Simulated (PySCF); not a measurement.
I4Sn, SMILES [I][Sn-]([I])([I])[I] (connectivity only; charge and spin as stated), charge -1, multiplicity 2.

The structure is a stationary point at B3LYP-D3(BJ)/def2-SVPD. The def2 effective core potentials stand for the cores of I, Sn; spin–orbit coupling is left out.

Two levels are set side by side: PBE/def2-SVPD (PySCF) and r2SCAN/def2-SVPD (PySCF). Same geometry, gas phase. Differences are taken from unrounded values.

```json
[
 {"quantity": "α-spin orbital gap (eV)", "PBE": "2.93"},
 {"quantity": "β-spin orbital gap (eV)", "PBE": "1.46"},
 {"quantity": "mean polarisability (bohr³)", "PBE": "260.8"}
]
```

Task: These are the PBE values. What does r2SCAN give? (An estimate is asked for; the answer gives what the named calculation found.)

Result: 
| quantity | r2SCAN | PBE minus r2SCAN |
|---|---|---|
| α-spin orbital gap (eV) | 3.23 | -0.30 |
| β-spin orbital gap (eV) | 1.82 | -0.36 |
| mean polarisability (bohr³) | 251.2 | 9.7 |

Rough cost on one machine, each run with all the roots and properties that it gave: r2SCAN against PBE about 2 times.
